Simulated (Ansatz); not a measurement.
Born–Oppenheimer molecular dynamics of C3H10BClSi (16 atoms, charge 0, multiplicity 1). It starts from a relaxed structure.

Level of theory: Ansatz 0.2.0, RKS CAM-B3LYP-D4/STO-3G.

```yaml
ensemble: NVT, Langevin thermostat
time_step: 0.5 fs
steps_asked: 150
set_temperature: 300 K
friction: 0.005 /fs
seed: 109853
```

First frame:

```xyz
16
Properties=species:S:1:pos:R:3
C -1.420 -0.982 1.747
B -0.231 -0.029 1.367
C 1.007 -0.507 0.565
Si 0.656 -0.275 -1.272
C 0.337 1.548 -1.613
Cl 0.105 1.853 -3.413
H -1.333 -1.995 1.341
H -1.474 -1.061 2.843
H -2.382 -0.558 1.430
H -0.314 1.105 1.663
H 1.910 0.067 0.797
H 1.218 -1.572 0.712
H 1.799 -0.694 -2.040
H -0.504 -1.027 -1.669
H -0.573 1.918 -1.119
H 1.175 2.187 -1.298
```

(1) How far do the bonds stretch over the last three quarters of this one trajectory? (Pairs bonded in most of those frames.)

Results:

(1) 
```csv
bond,mean (Å),spread (Å),shortest,longest
C1–B2,1.581,0.021,1.55,1.62
C1–H7,1.095,0.015,1.06,1.13
C1–H8,1.100,0.021,1.07,1.14
C1–H9,1.100,0.023,1.06,1.14
B2–C3,1.563,0.013,1.54,1.59
B2–H10,1.178,0.015,1.15,1.21
C3–Si4,1.881,0.012,1.86,1.90
C3–H11,1.098,0.005,1.09,1.11
C3–H12,1.096,0.004,1.09,1.11
Si4–C5,1.882,0.009,1.87,1.90
Si4–H13,1.441,0.033,1.39,1.49
Si4–H14,1.447,0.052,1.36,1.52
C5–Cl6,1.841,0.025,1.80,1.89
C5–H15,1.100,0.010,1.08,1.12
C5–H16,1.101,0.011,1.08,1.13
```

Mean temperature of the second half: 218 K. The mean temperature of the second half is 27 % below the set value. A run of 0.075 ps of so small a system gives no equilibrium averages. Limits of this set-up: minimal basis.

The run took 14 min on 1 thread of Arm Neoverse N1, on a shared host, peak memory 0.12 GiB.
